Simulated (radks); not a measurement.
In X, configuration [Kr] 4d4 (the NIST ground configuration).

Calculated with a radial shooting solver on a logarithmic mesh with Libxc functionals: scalar-relativistic Kohn-Sham, LDA (Slater exchange, Perdew-Wang correlation), spin-unpolarised, spherical densities, point nucleus.

Energy parts (hartree):
part                        energy
total                  -5851.42535
kinetic                 6098.94433
electron-nucleus      -13905.86882
Hartree                 2103.75334
exchange-correlation    -148.25420

Orbitals (lengths in bohr, moments of r in powers of bohr; r(max) is where P^2 peaks):
| orbital | occ. | eigenvalue (hartree) | <1/r> | <r> | <r^4> | r(max) |
|---|---|---|---|---|---|---|
| 1s | 2 | -1025.043 | 51.80 | 0.02974 | 3.729e-06 | 0.01924 |
| 2s | 2 | -158.9171 | 11.81 | 0.1286 | 0.0006528 | 0.1087 |
| 2p | 6 | -143.3738 | 11.38 | 0.1122 | 0.0004683 | 0.08694 |
| 3s | 2 | -35.12946 | 4.183 | 0.3486 | 0.02945 | 0.3156 |
| 3p | 6 | -30.03939 | 3.988 | 0.3468 | 0.03112 | 0.3087 |
| 3d | 10 | -22.13342 | 3.764 | 0.3232 | 0.02840 | 0.2573 |
| 4s | 2 | -10.15559 | 1.711 | 0.8136 | 0.8024 | 0.7558 |
| 4p | 6 | -8.54634 | 1.582 | 0.8629 | 1.050 | 0.7931 |
| 4d | 4 | -6.12537 | 1.366 | 0.9638 | 1.768 | 0.8596 |

The highest occupied level is 4d at -166.68 eV. Summed over all electrons, <r^2> = 13.31 bohr^2, which gives a Langevin (diamagnetic) susceptibility term of -10.5 x 10^-6 cm^3/mol. The density falls to 0.001 e/bohr^3 at r = 2.25 bohr.
